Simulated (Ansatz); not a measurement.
Gas-phase electronic energies from Ansatz, PBE0-D4/def2-TZVP geometries. CCSD(T)/CBS adds triple-zeta CCSD(T) − MP2 to the extrapolated MP2 energy (def2 sets, frozen cores). DFT in def2-TZVPP. HSE06 is defined as in plane-wave codes. For Se outer-core shells are correlated without core-valence functions, which leaves a few kJ/mol of doubt a bond. Scalar relativity is left out up to krypton. Each species was taken in one conformer, which may not be the lowest.

Reaction (cleavage of the P–Si bond): `O[SiH](P)S` + `[SeH][SiH2][SeH]` → `P[Se][SiH2][SeH]` + `O[SiH2]S`

| level | ΔE (kcal/mol) | difference from CCSD(T)/CBS |
| --- | --- | --- |
| LDA (SPW92) | 3.4 | 2.4 |
| revPBE-D4 | 1.8 | 0.8 |
| r2SCANh-D4 | 2.0 | 1.0 |
| BHLYP-D4 | 0.2 | -0.8 |
| CAM-B3LYP-D4 | 1.3 | 0.3 |
| BLYP | 0.4 | -0.6 |
| PBE0 | 1.9 | 0.9 |
| HSE06 | 1.8 | 0.8 |
| LC-ωPBE | 2.6 | 1.6 |
| HF/def2-SVP | 0.6 | -0.4 |
| CCSD(T)/CBS | 1.0 | 0 |

Largest T1 diagnostic among the species: 0.013.

At CCSD(T), def2-SVP lies +1.4 kcal/mol from the extrapolated value and def2-TZVPP +0.4 kcal/mol. In def2-TZVPP, CCSD(T) changes the Hartree–Fock value by +2.1 kcal/mol (the triples alone add +0.1 kcal/mol) and MP2 by +1.2 kcal/mol. Leaving LDA and LC-ωPBE aside and taking each functional with its dispersion term where it has one, the values, not all of them listed here, spread over 3.0 kcal/mol, from BHLYP-D4 to B97M-V. LDA lies +1.4 kcal/mol from PBE without D4.
